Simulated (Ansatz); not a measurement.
Reaction (cleavage of the Si–Si bond): `OC(O)[SiH2][SiH3]` + `C[SiH](N)O` → `C[SiH](N)O[SiH3]` + `OC(O)[SiH3]`

Computed with Ansatz on PBE0-D4/def2-TZVP structures; ΔE is electronic, products minus reactants. CCSD(T)/CBS is the MP2 limit (def2-TZVPP, def2-QZVPP) plus CCSD(T) − MP2 in def2-TZVPP, frozen cores. DFT in def2-TZVPP. Each species was taken in one conformer, which may not be the lowest.

Question: Is it downhill or uphill in electronic energy at CCSD(T)/CBS, and by how much? (An estimate is asked.)

Answer: Computed: Downhill: ΔE = -24.9 kcal/mol.

Question: What do these levels give: r2SCAN-D4, PBE, CCSD(T)/def2-TZVPP, HF/def2-QZVPP, MP2/CBS(def2), CCSD/CBS(def2)? (Best estimate.)

Answer: Computed: r2SCAN-D4 -23.3, PBE -18.6, CCSD(T)/def2-TZVPP -24.9, HF/def2-QZVPP -32.3, MP2/CBS(def2) -26.6, CCSD/CBS(def2) -25.8 kcal/mol.

Largest T1 diagnostic among the species: 0.013.

In def2-TZVPP, CCSD(T) changes the Hartree–Fock value by +6.7 kcal/mol (the triples alone add +0.9 kcal/mol) and MP2 by +5.0 kcal/mol. From PBE to PBE0 (25 % exact exchange), in def2-TZVPP and without D4, ΔE moves by −2.1 kcal/mol.
